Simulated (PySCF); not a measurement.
Compound: FH₈NSi₃.
Numbering: `[NH2:1][Si@H:2]([SiH3:3])[SiH2:4][F:5]` (hydrogens: H6, H7 on N1; H8 on Si2; H9, H10, H11 on Si3; H12, H13 on Si4)

Method: PBE0-D3(BJ)/def2-SVP geometry optimisation, gas phase (PySCF).

Problem. List the bond lengths, angles and torsions at this level.

Solution. 
| bond | length (bohr) |
| --- | --- |
| N1–Si2 | 3.296 |
| Si2–Si3 | 4.427 |
| Si2–Si4 | 4.426 |
| Si4–F5 | 3.088 |
| N1–H6, N1–H7 | 1.918 |
| Si2–H8 | 2.845 |
| Si3–H9, Si3–H10, Si3–H11 | 2.827 |
| Si4–H12 | 2.827 |
| Si4–H13 | 2.822 |

Bonds in one row agree within 0.02 bohr and their mean is given. A selection of angles:
| angle | degrees |
| --- | --- |
| Si2–N1–H6 | 119.2 |
| H6–N1–H7 | 110.0 |
| N1–Si2–Si3 | 107.8 |
| N1–Si2–Si4 | 104.4 |
| N1–Si2–H8 | 116.6 |
| Si3–Si2–Si4 | 110.0 |
| Si3–Si2–H8 | 108.4 |
| Si4–Si2–H8 | 109.6 |
| Si2–Si3–H9 | 110.4 |
| H9–Si3–H10 | 108.5 |
| Si2–Si4–F5 | 110.2 |
| Si2–Si4–H12 | 111.4 |
| Si2–Si4–H13 | 110.7 |
| F5–Si4–H12 | 107.8 |
| F5–Si4–H13 | 107.7 |
| H12–Si4–H13 | 108.8 |

Torsions: N1–Si2–Si4–F5 -172° (antiperiplanar).

Si2 (SiH silicon) is distorted tetrahedral (angles from 104.4° to 116.6°). Si3 (SiH3 silicon) is tetrahedral (angles from 108.5° to 110.4°). Si4 (fluorine-bound silicon) is tetrahedral (angles from 107.7° to 111.4°). N1 (silicon-bound nitrogen) has angles 119.2°, 118.9° and 110.0°, sum 348.1°, 0.24 Å off the plane of its three neighbours.

Point group: C1 (no symmetry element, even within 0.4 Å). Stationary, but not proved a minimum. One conformer, not necessarily the lowest (H–N1–Si2–Si3 -44° and 177°, N1–Si2–Si4–F5 -172°).
